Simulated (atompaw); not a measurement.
Building the PAW (atompaw) potential for Ba (PBE, scalar-relativistic).

- Element: Ba
- Generator: atompaw 4.2.0.5
- Type: PAW
- Functional: PBE
- Relativity: scalar-relativistic
- Frozen core: [Kr] 4d10
- Valence charge: 10
- Reference configuration: 5s2 5p6 5d0 6s0 6p0 (charge +2)
- Partial waves: 5s (bound): rc 2.65 bohr; 6s (bound, empty): rc 3.00 bohr; 5p (bound): rc 2.55 bohr; 6p (bound, empty): rc 3.00 bohr; 5d (bound, empty): rc 2.55 bohr; 5d channel at -0.05 Ry: rc 2.55 bohr
- Local potential: bessel scheme, radius 2.65 bohr
- Core correction: smooth core density matched at 2.05 bohr
- Augmentation charge: besselshape compensation charge, radius 2.55 bohr; PAW radius 3.00 bohr; waves and projectors: custom rrkj vanderbiltortho

All-electron outer shells of the reference configuration (PBE, scalar-relativistic, ld1.x):

```csv
shell,level (eV),outermost node (bohr),outermost maximum (bohr)
4d,-102.16,0.32,0.70
5s,-45.98,0.80,1.47
5p,-30.91,0.86,1.67
5d,-12.91,0.99,2.31
6s,-12.34,1.93,3.62
6p,-8.98,2.26,4.26
```

Results:

```json
{"Cutoffs needed": "12 Ry and 21 Ry (the cutoffs (Ry, on a coarse ladder) from which the occupation-weighted sum of valence levels, in a spherical-Bessel basis at the reference potential, stays within 10 and 1 mRy of its value at 400 Ry)", "Ghost test": "no extra level below or beside the all-electron valence levels (s, p, d, f tested) (spherical-Bessel basis up to 400 Ry, 20 bohr box)", "Lowest eigenvalue of the overlap operator": "0.12 (p channel)", "Overlap eigenvalues printed by atompaw (projector basis)": "0.00156, 0.0817, 0.118, 6.73, 14.3, 439", "Share of each valence orbital outside the PAW sphere": "5s 2 %, 6s 79 %, 5p 6 %, 6p 90 %, 5d 37 %"}
```

Generation and tests took about 2.9 s on one core of a shared host (Intel(R) Xeon(R) Platinum 8375C CPU @ 2.90GHz, 96 threads, 744 GiB, load 44).
